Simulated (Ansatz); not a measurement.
Ansatz (a program for electronic structure) input (wB97X-V/def2-TZVPD):

Ansatz 0.2 input:
```yaml
crystal:
  periodic: [false, false, false]
  atoms:
    - {symbol: N, position_ang: [-0.00000000, -0.00000000, -0.75733144]}
    - {symbol: O, position_ang: [0.00000000, 0.00000000, 0.66266501]}
basis:
  gaussian:
    orbitals: def2-TZVPD
hamiltonian:
  xc: {name: wB97X-V}
total_charge: -1
magnetization: {spin_polarized: true, initial_magnetization: 2}
```

End of the output:

```
integrals: 0.01 GiB planned
363 factors; their error is unknown
integrals: 0.05 GiB planned
91 factors; integrals over basis functions are off by at most 8.5e-5 eV
mean field: 0.24 GiB planned
mean field evaluation 1: about -3531.6357 eV, gradient 2.6e1 eV
mean field evaluation 2: about -3530.0367 eV, gradient 3.8e1 eV
mean field evaluation 4: about -3534.3181 eV, gradient 2.4e0 eV
mean field evaluation 8: about -3534.3614 eV, gradient 1.0e-1 eV
mean field evaluation 16: about -3534.3703 eV, gradient 5.7e-5 eV
mean field -3534.37034065 eV, -129.8857143365 hartree, gradient 5.7e-5 eV, S^2 2.016749; 0 other end points of the search recorded, 0 dependent functions left out
reference -3534.37033975 eV, -129.8857143035 hartree; 9, 7 occupied and 68, 70 virtual orbitals, 363 factors
Total energy: -3534.37033975 eV, -129.8857143035 hartree
```

This state (charge -1, triplet) is run at the relaxed geometry of the species with charge 0 and multiplicity 4.
